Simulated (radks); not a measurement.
The lead ion Pb4+, 78 electrons, occupied as [Xe] 4f14 5d10.

All-electron calculation, scalar-relativistic Kohn-Sham, PBE, spin-unpolarised, spherical densities, finite nucleus; Fermi nuclear charge, rms radius 5.5012 fm. Program: a radial shooting solver on a logarithmic mesh with Libxc functionals.

Energy parts (hartree):
| part | energy |
|---|---|
| total | -20872.5646 |
| kinetic | 23574.3074 |
| electron-nucleus | -51979.8640 |
| Hartree | 7918.1680 |
| exchange-correlation | -385.1761 |

Orbitals (lengths in bohr, moments of r in powers of bohr; <r^-3> diverges for s and p1/2; r(max) is where P^2 peaks):
| orbital | occ. | eigenvalue (hartree) | <r^-3> | <r^2> | r(max) |
|---|---|---|---|---|---|
| 1s | 2 | -3238.202 | - | 0.0003575 | 0.009847 |
| 2s | 2 | -580.4940 | - | 0.005422 | 0.05717 |
| 2p | 6 | -498.3636 | 29550 | 0.004618 | 0.04761 |
| 3s | 2 | -140.5125 | - | 0.03487 | 0.1612 |
| 3p | 6 | -116.9478 | 6856 | 0.03612 | 0.1613 |
| 3d | 10 | -92.85355 | 832.7 | 0.02993 | 0.1314 |
| 4s | 2 | -32.99032 | - | 0.1666 | 0.3623 |
| 4p | 6 | -25.26336 | 1686 | 0.1909 | 0.3823 |
| 4d | 10 | -16.30153 | 181.0 | 0.2143 | 0.3883 |
| 4f | 14 | -6.40772 | 36.72 | 0.2465 | 0.3498 |
| 5s | 2 | -6.81065 | - | 0.8156 | 0.7890 |
| 5p | 6 | -4.66946 | 313.8 | 1.070 | 0.8818 |
| 5d | 10 | -2.26635 | 22.30 | 1.821 | 1.066 |

The highest occupied level is 5d at -61.670 eV. Summed over all electrons, <r^2> = 33.95 bohr^2, which gives a Langevin (diamagnetic) susceptibility term of -26.9 x 10^-6 cm^3/mol. For comparison, the ionisation energy in NIST's Atomic Spectra Database is 68.8 eV (semi-empirical). In exact Kohn-Sham theory the highest level is minus the ionisation energy, but local and semilocal functionals leave it too shallow, through self-interaction and a potential that decays too fast; potentials with the right tail come closer. The electron density at the nucleus is 2.955e+06 e/bohr^3 (large components only). The density falls to 0.001 e/bohr^3 at r = 3.00 bohr.

Beside tabulated values, note that scalar-relativistic runs lack spin-orbit coupling.
